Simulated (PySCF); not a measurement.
Electron correlation in Cu²⁺ (copper, charge +2)

[Ar] 3d8 4p1, one real determinant (an excited configuration). All numbers are calculated (PySCF 2.14, the spin-free X2C one-electron Hamiltonian (Gaussian nucleus), in x2c-TZVPPall with one added diffuse shell each of s, p, d, f type (7s6p5d3f1g, 80 functions)). Frozen: [Ar]; 9 electrons correlated.

```csv
level,correlation energy (mhartree)
CCSD,-241.35
(T),-4.69
CCSD(T),-246.04
```

Diagnostics: T1 = 0.0081, D1 = 0.0244, largest double amplitude 0.036.

The real determinant used has ⟨L²⟩ near 14 against 20 for a pure G term, so it mixes terms.

Cost of the coupled-cluster step: of the order of 13 core-seconds, for 9 correlated electrons.

The reference is one real determinant that mixes LS terms of this configuration.
